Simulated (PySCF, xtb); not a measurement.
1-chlorocyclopenta-1,3-diene (C₅H₅Cl), SMILES ClC1=CC=CC1. The values are those of a single conformer.

Harmonic wavenumbers (cm⁻¹) from xtb 6.7.1 with GFN2-xTB at its own minimum, in rising order: 206, 275, 361, 442, 496, 722, 782, 834, 847, 867, 903, 1010, 1032, 1048, 1097, 1115, 1197, 1256, 1320, 1386, 1548, 1632, 2965, 2987, 3135, 3149, 3156.

Problem. What does PySCF with PBE-D3(BJ)/def2-SVP give at its own minimum? (An estimate is asked for; the answer gives what the named calculation found.)

Solution. 210, 288, 348, 460, 498, 658, 786, 839, 843, 865, 924, 943, 983, 1062, 1068, 1084, 1188, 1262, 1318, 1341, 1520, 1603, 2975, 3016, 3142, 3167, 3173. Paired by order, the mean absolute difference is 20 cm⁻¹ and the zero-point energies are 51.1 and 50.8 kcal/mol.
